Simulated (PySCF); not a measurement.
Gas-phase reaction: GeH₂F₂ + GeF₄ → H₂ + 2 GeF₃

Energies from PySCF (xtb for GFN2), thermal terms from the rigid-rotor harmonic-oscillator model, ideal gas at 1 bar. † marks an energy on the PBE0/def2-TZVP geometry and frequencies; other levels use their own. MP2 and CCSD(T) freeze the core. 6-31G* has spherical d functions here. Open shells (unrestricted): GeF₃ (multiplicity 2); the rest are closed-shell singlets. GFN2 has no spin-polarisation term. B3LYP is the form with VWN-RPA correlation. Ge: all electrons, no relativistic terms. GeH₂F₂, GeF₃: computed as isolated molecules; such fragments, hydroxides, amides, oligomers or adducts are transient or little studied in the gas. MP2 isn't extrapolated to the basis-set limit; its ΔH°(298 K) is 292.5 kJ in def2-SVP and 287.3 kJ in def2-TZVPP. CCSD(T) isn't extrapolated to the basis-set limit; its ΔH°(298 K) is 294.7 kJ in def2-SVP and 291.3 kJ in def2-TZVPP. The harmonic model lacks anharmonicity and excited electronic states, which grow with temperature; levels with a mode under 35 cm⁻¹ are left out.

```tsv
level	ΔE electronic, kJ	ΔH°(298 K), kJ	ΔS°(298 K), J/K	ΔG°(1400 K), kJ
B3LYP/6-31G*	245	235	151	17
B3LYP/def2-TZVP†	250	239	150	24
BLYP/def2-TZVP†	217	206	150	-10
CCSD(T)/def2-SVP†	306	295	150	80
GFN2-xTB	138	125	178	-131
HF/6-31G*	252	239	149	24
MP2/def2-SVP†	304	292	150	77
PBE0/def2-SVP†	283	271	150	56
PBE0/def2-TZVP	268	256	150	41
r2SCAN/def2-TZVP†	255	244	150	28
```
ΔH° is lowest at GFN2-xTB and highest at CCSD(T)/def2-SVP†. No reference value is set beside these.
